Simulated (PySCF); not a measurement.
## Ionisation energy of Te³²⁺ by level of theory

Te³²⁺ [Ar] 3d2 (3F) → Te³³⁺ [Ar] 3d1 (2D), as a difference of total energies. All numbers are calculated (PySCF 2.14, the non-relativistic Hamiltonian (point nucleus), in an even-tempered Gaussian basis (16 s from 5 bohr⁻², ratio 2.5; 11 p from 6.5 bohr⁻², ratio 2.5; 8 d from 6.5 bohr⁻², ratio 2.5; 4 f from 23 bohr⁻², ratio 2.7; 3 g from 34 bohr⁻², ratio 2.7)). Correlated levels: outer shells: [Ne] frozen; virtual orbitals above 40 to 60 times the deepest correlated orbital energy dropped. The calculations carry no spin-orbit coupling.

```csv
method,ionisation energy (eV)
UHF,1975.6
LDA,1975.0
PBE,1975.6
PBE0,1975.9
r2SCAN,1977.2
BP86,1975.9
B3LYP,1976.3
MP2 (outer shells),1975.2
SCS-MP2 (outer shells),1975.1
```

A first-order spin-orbit estimate (lowest level to lowest level, LS coupling) adds 2.430 eV.

All relativistic terms are absent from these numbers, so their closeness to the reference says little about the methods.

For comparison: 1979 ± 4 eV (theoretical estimate listed by NIST; NIST Atomic Spectra Database, ionization energies).
